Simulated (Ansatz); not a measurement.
Basis-set extrapolation for C₂H₅FO₂Si, SMILES `C=C(F)[SiH](O)O` (PBE0-D4/def2-TZVP geometry, frozen core, the Gaussian-basis code of Ansatz). Multiplicity 1, RHF reference.

|  | def2-TZVPP | def2-QZVPP |
| --- | --- | --- |
| HF | -616.985743 | -617.010329 |
| MP2 correlation | -1.160986 | -1.255357 |
| CCSD(T) correlation | -1.234073 | not run |

Energies in hartree. Use E(X) = E(∞) + A·exp(−7.88·√X) for Hartree–Fock and E(X) = E(∞) + B·X^(−2.97) for correlation, with X = 3 and 4, and add CCSD(T) minus MP2 of the smaller set to the MP2 limit.

Problem. What is the CCSD(T) energy at the basis-set limit?

Solution. HF limit: -617.010329 + (-0.024586) × 0.13774 = -617.01372. MP2 limit: -1.255357 + (-0.094371) × 0.74074 = -1.32526. Higher-order term: -1.234073 − (-1.160986) = -0.07309. Total: -618.41207 hartree, 120.6 kcal/mol below CCSD(T)/def2-TZVPP.
